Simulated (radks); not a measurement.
The numbers below are computed, except where a source is named.
All-electron atom: Bi56+ in [Ar] 3d9 (the NIST ground configuration). Level of theory: scalar-relativistic Kohn-Sham, exchange-only LDA, spin-polarised, spherical densities, point nucleus; open shells are filled with parallel spins first (spin-orbit coupling, left out, can overturn this in heavy ions) (a radial shooting solver on a logarithmic mesh with Libxc functionals).

Radial electron density D(r) = 4 pi r^2 rho(r):

```
   r/bohr * D(r) (the largest magnitude, 152, reaches the edge; | marks zero)
 0.001787 |         *
 0.001999 |           *
 0.002218 |             *
 0.002481 |               *
 0.002753 |                 *
 0.003079 |                   *
 0.003417 |                     *
 0.003821 |                        *
  0.00424 |                          *
 0.004743 |                             *
 0.005263 |                                *
 0.005886 |                                  *
 0.006584 |                                    *
 0.007306 |                                      *
 0.008171 |                                        *
 0.009067 |                                         *
  0.01014 |                                         *
  0.01125 |                                         *
  0.01259 |                                        *
  0.01397 |                                       *
  0.01562 |                                      *
  0.01733 |                                     *
  0.01939 |                                    *
  0.02151 |                                    *
  0.02406 |                                     *
   0.0267 |                                       *
  0.02986 |                                          *
  0.03314 |                                             *
  0.03706 |                                                 *
  0.04113 |                                                    *
    0.046 |                                                      *
  0.05104 |                                                      *
  0.05709 |                                                    *
  0.06386 |                                                *
  0.07085 |                                            *
  0.07925 |                                        *
  0.08794 |                                      *
  0.09836 |                                      *
   0.1091 |                                        *
   0.1221 |                                          *
   0.1355 |                                            *
   0.1515 |                                           *
   0.1681 |                                       *
    0.188 |                                *
   0.2086 |                        *
   0.2334 |               *
    0.259 |         *
   0.2896 |    *
   0.3214 | *
   0.3595 |*
   0.3989 *
   0.4461 *
    0.495 *
   0.5537 *
```

D(r) has 3 maxima, at r = 0.0103, 0.0486, 0.138 bohr, and minima at 0.0207, 0.0930 bohr, inside which lie 1.90, 11.17 electrons.
